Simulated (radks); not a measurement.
Neutral ytterbium inside a hard spherical wall (all orbitals vanish at R), configuration held at [Xe] 4f14 6s2 and not refilled when levels cross. Calculated with a radial shooting solver on a logarithmic mesh with Libxc functionals: scalar-relativistic Kohn-Sham, PBE, spin-polarised, spherical densities, point nucleus. Eigenvalues in eV for spin up, with the zero of energy where the potential of the charges vanishes at infinity; a dash marks a level that is unbound or too diffuse for the functional's potential to be trusted. A positive occupied level is held by the wall or, in an anion where self-interaction has pushed it up, behind a barrier. The pressure on the wall is -dE/dV.

R (bohr)  E (hartree)  kinetic (hartree)    e(5s)    e(5p)   e(6s)   e(4f)  e(6p, empty)  e(5d, empty)  pressure (GPa)
free      -14059.8048          15324.140  -54.929  -27.426  -3.920  -3.018             -             -               0
20        -14059.8048          15324.140  -54.929  -27.426  -3.920  -3.018        -1.106        -0.667        < 0.0001
15        -14059.8048          15324.140  -54.927  -27.424  -3.919  -3.016        -1.090        -0.661        0.000124
12        -14059.8045          15324.143  -54.903  -27.400  -3.901  -2.992        -1.006        -0.620         0.00430
10        -14059.8028          15324.158  -54.794  -27.293  -3.815  -2.886        -0.767        -0.489          0.0449
5         -14059.5574          15325.214  -51.125  -23.753   1.269   0.788         7.768         3.757            23.8
3.5       -14058.4143          15329.503  -44.505  -17.456  17.808   8.131        31.091        12.954             356
